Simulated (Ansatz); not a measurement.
Bonds to the group Y in Y-Sn(OH)3. All species are isolated molecules in the gas phase. Each species was relaxed from one start; no search for lower structures was made at this level. In the def2 sets, heavy atoms carry core potentials. Strings in code marks are SMILES.

Calculation: PBE-D3(BJ)/def2-TZVP // PBE0-D3(BJ)/def2-SVP (Ansatz, an electronic-structure program). All candidates: neutral, multiplicity 1. 

| Item | Value |
|---|---|
| LUMO | -1.87 eV |
| HOMO | -6.32 eV |
| HOMO–LUMO gap | 4.45 eV |

**Question.** Name which member has these values.
(A) `[OH][Sn]([OH])([OH])[CH2]C(F)(F)F`
(B) `C[C](C)(C)[Sn]([OH])([OH])[OH]`
(C) `C[CH2][Sn]([OH])([OH])[OH]`
(D) `[OH][Sn]([OH])([OH])[CH2]c1ccccc1`

**Answer.** B, `C[C](C)(C)[Sn]([OH])([OH])[OH]`. The others give `[OH][Sn]([OH])([OH])[CH2]c1ccccc1`: -2.17 eV, -6.10 eV, 3.93 eV; `[OH][Sn]([OH])([OH])[CH2]C(F)(F)F`: -2.28 eV, -7.15 eV, 4.87 eV; `C[CH2][Sn]([OH])([OH])[OH]`: -1.83 eV, -6.61 eV, 4.78 eV
